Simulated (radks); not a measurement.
All-electron atom: Ho in [Xe] 4f11 5d1 6s1 (not the ground configuration). All-electron calculation, scalar-relativistic Kohn-Sham, LDA (Slater exchange, Perdew-Wang correlation), spin-polarised, spherical densities, point nucleus; open shells are filled with parallel spins first (spin-orbit coupling, left out, can overturn this in heavy ions). Program: a radial shooting solver on a logarithmic mesh with Libxc functionals.

Normalised radial functions P(r) = r R(r), r in bohr:

```
   r/bohr * 5d up (the largest magnitude, 0.51, reaches the edge; | marks zero)
0.0008759                             *
 0.001427                             *
 0.002325                             *
 0.003757                             *
  0.00612                             *
  0.00997                             *
  0.01624                             *
  0.02625                             |*
  0.04276                             | *
  0.06965                             |   *
   0.1126                             |     *
   0.1834                             |    *
   0.2987                        *    |
   0.4866                   *         |
   0.7865                             | *
    1.281                             |                   *
    2.087                             |                          *
    3.373                             |                       *
    5.495                             |               *
    8.951                             |     *
    14.58                             |*
```

5d up: eigenvalue -1.188 eV, 2 radial nodes at r = 0.243, 0.747 bohr, <r> = 3.69 bohr, 90 % of the charge inside 6.40 bohr.
